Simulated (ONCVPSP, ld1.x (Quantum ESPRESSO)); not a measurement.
Potentials for silver compared

Generated with ld1.x 7.5 (TM, RRKJ, ultrasoft, PAW), atompaw 4.2 or ONCVPSP 4.0.1. The cutoff is in Ry: for ld1.x and atompaw files where the sum of valence levels is converged to 10 mRy in a Bessel basis, for ONCV files where the hardest occupied wave has 1 mHa per electron of residual kinetic energy. The error is the largest all-electron minus pseudo excitation energy over each file’s own four to seven test configurations (ionisations up to +4, promotions, holes and added fractions of an electron), all of which were solved. The labels leave out finer settings (local radius, basis sizes, second energies), which also bear on the numbers. Spin-polarised tests are not counted. The rows are a selection from randomly drawn settings: files with unsolved tests, undetermined cutoffs or missed reference levels are left out.

A true bound ghost makes a file unfit for plane-wave use even where its test errors are small: the radial tests pick states by their node count and pass the ghost by.

| potential | cutoff (Ry) | largest error (meV) | bound ghosts |
| --- | --- | --- | --- |
| RRKJ, PW91, scalar-relativistic, rc 2.20/3.50/1.20 (spd), local s, core correction yes, reference 4d10 5s0.5 5p0 | 110 | -2047 | none |
| ONCV, PBE, scalar-relativistic, rc 1.65/1.20/1.15 (spd), local smoothed, core correction no, reference 4s2 4p6 4d10 5s1, qcut 9.4/13.5/8.3, projectors 2/2/2 | 118 | -171 | none |
| TM, Wu–Cohen, non-relativistic, rc 2.10/1.25/1.95 (spd), local d, core correction yes, reference 4p6 4d10 5s1 5p0 | 80 | -114 | s |
| ONCV, PBE, scalar-relativistic, rc 1.30/1.65/1.15 (spd), local smoothed, core correction yes, reference 4s2 4p6 4d10 5s1, qcut 8.4/9.6/8, projectors 2/2/1 | 68 | -71 | none |

Task: Fill in the row for Ag: ONCV, PBE, non-relativistic, rc 1.10/1.35/1.45 (spd), local smoothed, core correction yes, reference 4s2 4p6 4d9, qcut 7.4/8.3/11.2, projectors 2/2/2.

Result: cutoff 161 Ry, largest error +1.6 meV, bound ghosts: none.

Task: Fill in the row for Ag: ONCV, PBE, scalar-relativistic, rc 1.45/0.95/1.80 (spd), local smoothed, core correction yes, reference 4s2 4p6 4d8, qcut 7.2/9.6/9.3, projectors 2/2/2.

Result: cutoff 96 Ry, largest error -42 meV, bound ghosts: none.

Task: Fill in the row for Ag: ONCV, PW91, scalar-relativistic, rc 2.25/2.45/1.25 (spd), local d, core correction yes, reference 4d10 5s0.5, qcut 2.7/3.6/9.2, projectors 2/2/0.

Result: cutoff 68 Ry, largest error -190 meV, bound ghosts: s.
